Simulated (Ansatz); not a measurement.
The cluster Zn2OF2, relaxed as a singlet with RKS PBE0-D4/def2-SVP in Ansatz, starting from the GFN1-xTB geometry. Force threshold 0.02 eV/Å.

Another isomer (singlet) lies 4.19 eV lower at PBE0-D4/def2-TZVP; other spin states weren't run for this one.

Start:

```xyz
5

Zn    0.6127    0.0897   -0.2204
Zn   -1.0797    0.5469    1.3116
O     1.7210   -0.4615   -1.5976
F    -2.0104    1.1582    2.6287
F     0.7564   -1.3333   -2.1223
```

Estimate the energy that the relaxation releases and the steps that it takes.

2.3 kcal/mol, in 5 steps; 10 s on 4 threads of Arm Neoverse V2 on a shared host. No frequencies were taken in this run, so the end may be a saddle point.

Does the start keep its bonding and symmetry?

By distances, no bond broke or formed. The bond that changes most is O3–F5, from 1.40 to 1.45 Å (atoms count from 1). Point group Cs at the start, Cs at the end, both within 0.05 Å.

Predict the relaxed structure.


Cartesian coordinates in Å:
```
Zn 0.5399 0.0279 -0.2781
Zn -0.9799 0.6479 1.3876
O 1.7592 -0.4522 -1.5927
F -2.0966 1.1322 2.6482
F 0.7774 -1.3558 -2.1650
```
Bond lengths (bridged metal pairs left out): 1 × Zn–Zn 2.34 Å; 1 × O–Zn 1.86 Å; 1 × F–Zn 1.75 Å; 1 × F–O 1.45 Å.
